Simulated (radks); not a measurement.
Values are calculated unless marked as measured or tabulated.
All-electron atom: In2+ in [Ar] 3d10 4s2 4p4 4d10 5s1 6s2 (not the ground configuration).

Code: a radial shooting solver on a logarithmic mesh with Libxc functionals. Model: scalar-relativistic Kohn-Sham, PBE, spin-polarised, spherical densities, finite nucleus; open shells are filled with parallel spins first (spin-orbit coupling, left out, can overturn this in heavy ions); Fermi nuclear charge, rms radius 4.6156 fm.

Energy parts (eV):
part                       energy
total                 -159826.203
kinetic                166585.814
electron-nucleus      -384470.960
Hartree                 62350.818
exchange-correlation    -4291.874

Orbitals (lengths in bohr, moments of r in powers of bohr; <r^-3> diverges for s and p1/2):
[
 {"orbital": "1s up", "occ.": "1", "eigenvalue (eV)": "-27803.70", "<r^-3>": "-"},
 {"orbital": "1s down", "occ.": "1", "eigenvalue (eV)": "-27803.09", "<r^-3>": "-"},
 {"orbital": "2s up", "occ.": "1", "eigenvalue (eV)": "-4203.563", "<r^-3>": "-"},
 {"orbital": "2s down", "occ.": "1", "eigenvalue (eV)": "-4203.192", "<r^-3>": "-"},
 {"orbital": "2p up", "occ.": "3", "eigenvalue (eV)": "-3778.318", "<r^-3>": "4375"},
 {"orbital": "2p down", "occ.": "3", "eigenvalue (eV)": "-3777.752", "<r^-3>": "4375"},
 {"orbital": "3s up", "occ.": "1", "eigenvalue (eV)": "-835.9097", "<r^-3>": "-"},
 {"orbital": "3s down", "occ.": "1", "eigenvalue (eV)": "-835.3163", "<r^-3>": "-"},
 {"orbital": "3p up", "occ.": "3", "eigenvalue (eV)": "-696.5672", "<r^-3>": "801.6"},
 {"orbital": "3p down", "occ.": "3", "eigenvalue (eV)": "-695.8969", "<r^-3>": "801.5"},
 {"orbital": "3d up", "occ.": "5", "eigenvalue (eV)": "-480.1016", "<r^-3>": "110.1"},
 {"orbital": "3d down", "occ.": "5", "eigenvalue (eV)": "-479.4186", "<r^-3>": "110.1"},
 {"orbital": "4s up", "occ.": "1", "eigenvalue (eV)": "-164.1028", "<r^-3>": "-"},
 {"orbital": "4s down", "occ.": "1", "eigenvalue (eV)": "-161.4471", "<r^-3>": "-"},
 {"orbital": "4p up", "occ.": "3", "eigenvalue (eV)": "-121.7178", "<r^-3>": "147.5"},
 {"orbital": "4p down", "occ.": "1", "eigenvalue (eV)": "-119.1750", "<r^-3>": "146.6"},
 {"orbital": "4d up", "occ.": "5", "eigenvalue (eV)": "-59.4859", "<r^-3>": "14.66"},
 {"orbital": "4d down", "occ.": "5", "eigenvalue (eV)": "-57.2356", "<r^-3>": "14.48"},
 {"orbital": "5s up", "occ.": "1", "eigenvalue (eV)": "-35.6550", "<r^-3>": "-"},
 {"orbital": "5s down", "occ.": "0", "eigenvalue (eV)": "-33.9729", "<r^-3>": "-"},
 {"orbital": "6s up", "occ.": "1", "eigenvalue (eV)": "-12.9703", "<r^-3>": "-"},
 {"orbital": "6s down", "occ.": "1", "eigenvalue (eV)": "-12.9704", "<r^-3>": "-"}
]

The highest occupied level is 6s up at -12.970 eV. The configuration is held as typed, so some empty levels lie below it. The electron density at the nucleus is 1.796e+05 e/bohr^3 (large components only). Summed over all electrons, <r^2> = 69.39 bohr^2, which gives a Langevin (diamagnetic) susceptibility term of -55 x 10^-6 cm^3/mol. Spin moment in Bohr magnetons: 3. The spin density at the nucleus is 57.64 e/bohr^3 (1s -1.74, 2s 0.52, 3s 0.70, 4s 0.98, 5s 56.64, 6s 0.53). The density falls to 0.001 e/bohr^3 at r = 5.55 bohr.
